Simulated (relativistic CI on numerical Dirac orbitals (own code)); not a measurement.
## Hyperfine structure of Te VIII, mass number 123

Calculated at this level of theory: Dirac-Coulomb-Breit CI, orbitals from a KLI potential per configuration, model QED (radiative potential, 1s self-energy scaled to tabulated hydrogen-like ionisation energies), unscaled Slater integrals (own radial code, finite nucleus).

Configuration list (outside the closed core [Ar] 3d10): 4s2 4p6 4d9, 4s2 4p6 4d8 5s, 4s2 4p6 4d8 4f, 4s2 4p5 4d10, 4s2 4p6 4d8 5p, 4s 4p6 4d10, 4s2 4p6 4d7 5s 5p, 4s2 4p6 4d8 5d, 4s2 4p6 4d7 4f 5s, 4s2 4p5 4d9 4f, 4s2 4p6 4d8 6s, 4s2 4p6 4d8 6p, 4s2 4p6 4d8 5f, 4s2 4p6 4d8 6d, 4s2 4p6 4d7 5s2, 4s2 4p6 4d6 4f 5s2, 4s2 4p6 4d6 5s2 5p, 4s2 4p6 4d6 5s2 5d. Double excitations out of closed p, d and f shells are left out; levels of such configurations are missing from the list, as are those of other unlisted configurations, and high levels can miss mixing partners.

Nuclear spin I = 1/2, μ = -0.7358 μN (tables of Stone and Pyykkö). The electronic factors are computed for point nuclear moments, without core polarisation or the Bohr-Weisskopf and QED corrections.

| Level | E (cm⁻¹) | A (MHz) |
| --- | --- | --- |
| 4s2 4p6 4d9 2D_5/2 | 0 | -1998 |
| 4s2 4p6 4d9 2D_3/2 | 12293 | -4913 |
| 4s2 4p6 4d8 5s 4F_9/2 | 355596 | -9307 |
| 4s2 4p6 4d8 5s 4F_7/2 | 361034 | 641.4 |
| 4s2 4p6 4d8 5s 4F_5/2 | 367597 | -1773 |
| 4s2 4p6 4d8 5s 4F_3/2 | 369594 | 9353 |
| 4s2 4p6 4d8 5s 2F_7/2 | 371869 | -7591 |
| 4s2 4p6 4d8 5s 4P_1/2 | 386919 | -38390 |

Levels with J = 0, under 50 % of one LS term, or S terms without an open s electron are left out. Small factors come from cancelling terms and can be off by tens of per cent or more.

At this charge configurations can still be misplaced by up to about 7 % of their energy. Levels and lines within the n = 5 or 6 shells can be off by up to 10 % or somewhat more, and those that change n by about 2 %, since core polarisation is missing.

(1) Give the hyperfine levels of 4s2 4p6 4d9 2D_5/2 relative to its centre of gravity.

Answers

(1) With K = F(F + 1) − I(I + 1) − J(J + 1), E = AK/2: F = 2: 3497, F = 3: -2498 MHz.

LS names give the leading component of a level, which can be under half, so a name can repeat, a term be missing and a line seem to break the LS rules.
